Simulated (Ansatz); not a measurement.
Input file for Ansatz (a quantum-chemistry and plane-wave program): R-PBE/def2-TZVPP on C4H4F2 (SMILES C=C(F)C(=C)F), atoms moved off the minimum.

Ansatz 0.2 input:
```yaml
crystal:
  periodic: [false, false, false]
  atoms:
    - {symbol: C, position_ang: [1.83416245, -0.03807237, -0.02048899]}
    - {symbol: C, position_ang: [0.59172459, -0.14169366, 0.43879863]}
    - {symbol: F, position_ang: [0.27545945, -0.39137784, 1.69503837]}
    - {symbol: C, position_ang: [-0.63257465, 0.08032035, -0.36839724]}
    - {symbol: C, position_ang: [-1.80664897, -0.03698750, -0.05604608]}
    - {symbol: F, position_ang: [-0.29616395, 0.54451922, -1.67661165]}
    - {symbol: H, position_ang: [2.66239711, -0.18147329, 0.77546126]}
    - {symbol: H, position_ang: [2.17215216, 0.24659889, -1.07947520]}
    - {symbol: H, position_ang: [-2.03996497, -0.25258090, 0.96476395]}
    - {symbol: H, position_ang: [-2.68768063, 0.10885906, -0.68240735]}
basis:
  gaussian:
    orbitals: def2-TZVPP
hamiltonian:
  xc: {name: PBE}
scf: {lower_state_search: off}
output: {forces: true}
```

The head of its log:

```
WARN ansatz: RAYON_NUM_THREADS=8 ignored (pool sized by the plan → 8); use --threads N
Functional definition: PBE
these checks for a lower state are left out or cut short: stability, starts, cluster_reference, orbital_swaps, neighbouring_geometries, increment
integrals: 0.15 GiB planned
1268 factors; their error is unknown
0.32 GiB of the device are held for the grids
1.21 GiB of device memory are held for the factors and their scratch space
mean field: 1.06 GiB planned
mean field evaluation 1: about -9625.9508 eV, gradient 7.4e1 eV
mean field evaluation 2: about -9615.2142 eV, gradient 9.2e1 eV
```

### Question
Give the final energy of this run.

### Answer
-354.1983 hartree.
